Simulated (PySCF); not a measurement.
Excitation energy of Si by level of theory

Si [Ne] 3s2 3p2 (3P) → Si [Ne] 3s1 3p2 3d1 (high-spin determinant), as a difference of total energies. All numbers are calculated (PySCF 2.14, the non-relativistic Hamiltonian (point nucleus), in aug-cc-pV(Q+d)Z (7s6p5d3f2g, 89 functions)). Correlated levels: valence: [Ne] frozen. The calculations carry no spin-orbit coupling.

```csv
method,excitation energy (eV)
UHF,9.978
MP2 (valence),11.107
SCS-MP2 (valence),11.532
CCSD (valence),11.169
CCSD(T) (valence),11.160
```

Question: How much does correlation contribute at CCSD(T) (valence)?

Answer: 11.160 − (9.978) = 1.182 eV, measured against UHF.

The upper state lies above the first ionisation limit, but in LS coupling its spin forbids autoionisation to the ground ion.

The promoted electron is Rydberg-like, and one or two diffuse shells describe it only roughly, which tends to raise the upper state.

The coupled-cluster amplitudes are large for the upper state (T1 above 0.03 or a double amplitude above 0.15), so a single reference is strained.

The determinant of the upper state mixes LS terms, which raises its energy above the lowest term, most at the Hartree-Fock and MP2 levels.
